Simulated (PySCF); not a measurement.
Simulation results for GeH$_{4}$O$_{2}$Si

All values are calculated (PySCF 2.14.0). Calculation on a computer-drawn molecule: the log of a Hartree-Fock and frozen-core CCSD(T) single point meant for a local Hartree-Fock minimum, with one planted fault or none, to be diagnosed. Offsets are logged minus clean, where the clean run is the same molecule without the fault. The reference is restricted for singlets and unrestricted otherwise, and also for a bond in bohr or an excited solution. Adding or removing an electron swaps singlet and doublet. The excited solution moves the top pair (singlet) or top alpha electron (doublet) to the lowest empty orbital. Highest occupied and lowest empty are orbital energies over both spins, largest force is the largest gradient component, triples share is (T) over the correlation energy, the T1 limit is 0.02 restricted and 0.045 unrestricted, electrons count all cores, a negative frequency is imaginary (commonest isotopes), and the dipole is about the centre of nuclear charge; on germanium a core potential holds 10 electrons, which the energies leave out, and 3d is frozen in MP2 and coupled-cluster steps.

Common to all runs: meant charge 0; meant multiplicity 1; meant basis cc-pV(D+d)Z; meant basis and core potential on germanium cc-pVDZ-PP ECP10MDF; logged basis functions 94; logged SCF converged yes; logged CC converged yes; logged SCF stable within its kind yes; possible faults no fault, one electron removed, one electron added, multiplicity raised by two, geometry at a saddle point, SCF held on an excited solution, minimal basis STO-3G, one bond length entered in bohr, all coordinates scaled.

(1) GeH$_{4}$O$_{2}$Si

Logged structure:
```xyz
8
GeH4O2Si
O      0.1607    -1.4993    -3.3663
Si     1.2172    -2.4130    -2.8170
Ge     2.0560    -2.1821    -0.5821
O      3.2502    -3.5051    -0.4651
H      1.8300    -3.5188    -3.5838
H      0.9542    -2.3720     0.4623
H      2.7434    -0.8317    -0.3692
H      3.7013    -3.5820     0.3636
```

```
logged electrons                     : 65
logged spin squared                  : 0.7682
logged highest occupied              : -16.993 eV
logged lowest empty                  : -6.2321 eV
logged largest force                 : 0.09037 hartree/bohr
logged T1 diagnostic                 : 0.048976
logged D1 diagnostic                 : 0.30048
logged triples share                 : 0.027429
logged dipole magnitude              : 2.9511 debye
logged energy HF                     : -734.06183 hartree
logged energy CCSD(T)                : -734.62956 hartree
planted fault                        : one electron removed
HF energy offset from clean run      : 196.1 kcal/mol
CCSD(T) energy offset from clean run : 223.9 kcal/mol
```

Drawn bonds:
| atom | other atom | order |
| --- | --- | --- |
| 1 | 2 | 2 |
| 2 | 3 | 1 |
| 3 | 4 | 1 |
| 2 | 5 | 1 |
| 3 | 6 | 1 |
| 3 | 7 | 1 |
| 4 | 8 | 1 |

Notes: T1 above single-reference limit.

(2) GeH$_{4}$O$_{2}$Si

Structure as in entry 1.

```
logged electrons                     : 66
logged spin squared                  : 2.023
logged highest occupied              : -6.8359 eV
logged lowest empty                  : 0.10854 eV
logged largest force                 : 0.13319 hartree/bohr
logged T1 diagnostic                 : 0.041092
logged D1 diagnostic                 : 0.25996
logged triples share                 : 0.025674
logged dipole magnitude              : 1.5886 debye
logged energy HF                     : -734.28298 hartree
logged energy CCSD(T)                : -734.85468 hartree
planted fault                        : multiplicity raised by two
HF energy offset from clean run      : 57.35 kcal/mol
CCSD(T) energy offset from clean run : 82.63 kcal/mol
```

Drawn bonds:
| atom | other atom | order |
| --- | --- | --- |
| 1 | 2 | 2 |
| 2 | 3 | 1 |
| 3 | 4 | 1 |
| 2 | 5 | 1 |
| 3 | 6 | 1 |
| 3 | 7 | 1 |
| 4 | 8 | 1 |
